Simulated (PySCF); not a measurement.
## Spin states of TeP

Unrestricted PBE0; Te x2c-SVPall, P x2c-SVPall; spin-free X2C with a Gaussian nucleus (PySCF 2.14). Outer shells of the fragments: Te 4d10 5s2 5p4; P 3s2 3p3.

Followed along the bond (rough minima from three points):

| 2Ms+1 | unpaired | ⟨S²⟩ at the start | R at minimum (Å) | Te (eV) |
| --- | --- | --- | --- | --- |
| 2 | π ↑ | 0.91 | 2.25 | 0.00 |
| 4 | π ↑↑↑ | 3.76 | none in the scan | ≤ 1.27 |
| 2 | π ↑↑↓ | 1.76 | none in the scan | ≤ 1.64 |
| 6 | σ ↑, π ↑↑↑↑ | 8.75 | none in the scan | ≤ 4.41 |

Solutions found at the starting distance of 2.385 Å, counted from the lowest of them; the search is not exhaustive and high or unbound solutions are not listed, so other states can lie among these:

| 2Ms+1 | unpaired | term | E (eV) | ⟨S²⟩ | ⟨Lz²⟩ | μ (D) |
| --- | --- | --- | --- | --- | --- | --- |
| 2 | π ↑ | ²Π | 0.00 | 0.91 | 1.01 | -0.33 |
| 4 | π ↑↑↑ | ⁴Π | 1.11 | 3.76 | 1.00 | -0.91 |
| 2 | π ↑↑↓ | mixed | 1.48 | 1.76 | 3.02 | -0.92 |
| 4 | σ ↑, π ↑↑ | ⁴Σ⁻ | 2.27 | 3.76 | 0.00 | 0.03 |
| 2 | σ ↓, π ↑↑ | mixed | 2.82 | 1.77 | 0.00 | -0.20 |
| 2 | π ↑ | mixed | 2.84 | 0.75 | 3.01 | -1.00 |
| 4 | σ ↑, π ↑↑ | mixed | 4.42 | 3.76 | 2.01 | -0.36 |
| 4 | σ ↑, π ↑↑ | mixed | 4.76 | 3.76 | 2.01 | -2.01 |
| 2 | σ ↓, π ↑↑ | mixed | 4.89 | 1.76 | 2.01 | -0.30 |
| 4 | σ ↑, π ↑↑ | mixed | 4.97 | 3.75 | 2.01 | -0.01 |

A term symbol is given only where ⟨S²⟩ and ⟨Lz²⟩ are close to those of a pure state; real π, δ and φ orbitals otherwise mix terms. A positive dipole means Te(−)P(+).

Spin–orbit coupling is left out. Counting both spins, an empty level lies below a filled one in some of these solutions, because spin and occupation are held.
